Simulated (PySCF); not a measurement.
# Sb⁺ (antimony, charge +1) across methods

[Kr] 4d10 5s1 5p3, high-spin 5S determinant (an excited configuration). Computed with PySCF 2.14 in aug-cc-pVTZ-PP with ECP28MDF (6s5p4d2f, 55 functions), with a scalar-relativistic core potential.

```csv
method,E (hartree),mean ε 4d β (eV),mean ε 5s α (eV),mean ε 5p α (eV),Σ⟨r²⟩ (bohr²),⟨S²⟩
PBEsol,-239.3835,-42.310,-22.640,-13.661,46.66,6.002
PBE,-239.6369,-42.431,-22.586,-13.643,46.75,6.001
LDA,-239.2512,-42.465,-22.763,-13.720,46.77,6.001
UHF,-238.81094,-53.254,-29.687,-17.849,47.07,6.004
M06-L,-239.7991,-43.254,-22.598,-13.493,46.64,6.002
wB97M-V,-239.6268,-48.036,-27.330,-16.994,46.74,6.002
HSE06,-239.6612,-45.007,-24.077,-14.400,46.73,6.002
r2SCAN,-239.7603,-43.166,-23.410,-14.066,46.40,6.003
```

(1) Estimate the same row for PBE0.

Energies and moments cover only the electrons outside the core potential.

Answers

(1) E (hartree) = -239.6668; mean ε 4d β (eV) = -45.417; mean ε 5s α (eV) = -24.559; mean ε 5p α (eV) = -14.838; Σ⟨r²⟩ (bohr²) = 46.64; ⟨S²⟩ = 6.002.
